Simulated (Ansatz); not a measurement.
Si(H)2(OH)(OSiH3) (H6O2Si2), SMILES O[SiH2]O[SiH3].

Geometry: PBE-D3(BJ)/def2-SVP. The values are those of a single conformer.

Two levels are set side by side: PBE/def2-SVPD (Ansatz, an electronic-structure program) and PBE0/def2-SVPD (Ansatz). Energy differences of separate SCF runs at the same geometry; the states with an electron removed or added have multiplicity 2 and 2. Differences are taken from unrounded values.

| quantity | PBE |
|---|---|
| vertical ionisation energy (eV) | 10.22 |
| vertical singlet–triplet gap (eV) | 6.35 |

Question: These are the PBE values. What does PBE0 give? (An estimate is asked for; the answer gives what the named calculation found.)

Answer: 
```
quantity                            PBE0  PBE minus PBE0
---------------------------------  -----  --------------
vertical ionisation energy (eV)    10.80           -0.58
vertical singlet–triplet gap (eV)   7.01           -0.66
```
